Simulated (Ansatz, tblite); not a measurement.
Cost and result up the ladder for Zn₂Se₂⁻ (4 atoms). Total charge -1; doublet. Geometry: PBE-D4/def2-SVPD.

```xyz
4

Zn   -0.7257   -0.0056    1.1316
Zn    0.7255    0.0053   -1.1315
Se   -0.0494    1.9880   -0.0218
Se    0.0496   -1.9878    0.0217
```

Ansatz on 4 threads of Intel Xeon 6975P-C on a shared host; xTB runs through tblite on one thread. Times are rough, summed over both states, and most runs start from the orbitals of an earlier one. PBE0-D4/def2-TZVPD serves as the yardstick here, not as an exact answer. The other state is a singlet.

The xTB rows come from tblite. The structure comes from a short search, and lower isomers may exist.

Raw xTB energies of ions are shifted by several eV, and xTB has no spin-polarisation term.

```tsv
level	functions	wall time	vertical IE (eV)	difference from PBE0-D4/def2-TZVPD (eV)	remarks
GFN1-xTB	26	0.004 s	4.45	2.46	–
GFN2-xTB	26	0.005 s	6.70	4.72	–
PBE-D4/def2-TZVPD	216	5.1 s	2.04	0.06	HOMO above zero (-1 doublet)
r2SCAN-D4/def2-TZVPD	216	10 s	2.17	0.18	–
PBE0-D4/def2-TZVPD	216	11 s	1.99	0.00	–
```
